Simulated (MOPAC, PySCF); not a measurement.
HFGe, SMILES `[F][GeH]` (lower singlet), neutral singlet in the gas phase. This singlet lies 1.89 eV below the relaxed triplet at the level composite: frozen-core CCSD(T) with HF/cc-pVQZ and the correlation energy extrapolated as X^-3 from cc-pVTZ and cc-pVQZ, plus CCSDT(Q) minus CCSD(T) in cc-pVDZ // PBE0-D3(BJ)/def2-TZVP (Ansatz).

Z-matrix (Å, degrees):
```
Ge
F 1 1.7565
H 1 1.6100 2 94.20
```
Charge 0, spin multiplicity 1.

All levels are single points at this geometry (PBE0-D3(BJ)/def2-TZVP); Pople sets use spherical d functions. Orbital energies aren't observables, and empty levels follow the basis.

```json
[
 {"level": "PBE-D3(BJ)/def2-TZVP in PySCF", "HOMO (eV)": "-6.07", "LUMO (eV)": "-3.65", "gap (eV)": "2.42", "dipole (D)": "1.71", "vertical IE, Delta-SCF (eV)": "–"},
 {"level": "PBE0-D3(BJ)/def2-TZVP in PySCF", "HOMO (eV)": "-7.23", "LUMO (eV)": "-2.82", "gap (eV)": "4.40", "dipole (D)": "1.87", "vertical IE, Delta-SCF (eV)": "–"},
 {"level": "B3LYP/3-21G in PySCF", "HOMO (eV)": "-6.57", "LUMO (eV)": "-2.68", "gap (eV)": "3.89", "dipole (D)": "1.33", "vertical IE, Delta-SCF (eV)": "–"},
 {"level": "B3LYP/6-31G* in PySCF", "HOMO (eV)": "-6.90", "LUMO (eV)": "-2.93", "gap (eV)": "3.97", "dipole (D)": "1.65", "vertical IE, Delta-SCF (eV)": "9.81"},
 {"level": "B3LYP/LANL2DZ in PySCF", "HOMO (eV)": "-7.06", "LUMO (eV)": "-3.14", "gap (eV)": "3.92", "dipole (D)": "2.38", "vertical IE, Delta-SCF (eV)": "–"},
 {"level": "M06-2X/6-31G* in PySCF", "HOMO (eV)": "-8.15", "LUMO (eV)": "-1.79", "gap (eV)": "6.36", "dipole (D)": "1.74", "vertical IE, Delta-SCF (eV)": "–"},
 {"level": "PBE/6-31G* in PySCF", "HOMO (eV)": "-5.89", "LUMO (eV)": "-3.49", "gap (eV)": "2.40", "dipole (D)": "1.41", "vertical IE, Delta-SCF (eV)": "9.57"},
 {"level": "SVWN5/6-31G* in PySCF", "HOMO (eV)": "-5.98", "LUMO (eV)": "-3.72", "gap (eV)": "2.26", "dipole (D)": "1.45", "vertical IE, Delta-SCF (eV)": "9.75"},
 {"level": "HF/3-21G in PySCF", "HOMO (eV)": "-9.48", "LUMO (eV)": "0.43", "gap (eV)": "9.90", "dipole (D)": "2.04", "vertical IE, Delta-SCF (eV)": "–"},
 {"level": "HF/6-31G* in PySCF", "HOMO (eV)": "-9.72", "LUMO (eV)": "0.30", "gap (eV)": "10.02", "dipole (D)": "2.09", "vertical IE, Delta-SCF (eV)": "9.02"},
 {"level": "HF/STO-3G in PySCF", "HOMO (eV)": "-6.48", "LUMO (eV)": "4.88", "gap (eV)": "11.36", "dipole (D)": "0.71", "vertical IE, Delta-SCF (eV)": "–"},
 {"level": "PM3 in MOPAC", "HOMO (eV)": "-9.78", "LUMO (eV)": "-2.85", "gap (eV)": "6.94", "dipole (D)": "3.93", "vertical IE, Delta-SCF (eV)": "–"},
 {"level": "PM7 in MOPAC", "HOMO (eV)": "-8.75", "LUMO (eV)": "-1.30", "gap (eV)": "7.45", "dipole (D)": "4.07", "vertical IE, Delta-SCF (eV)": "–"}
]
```
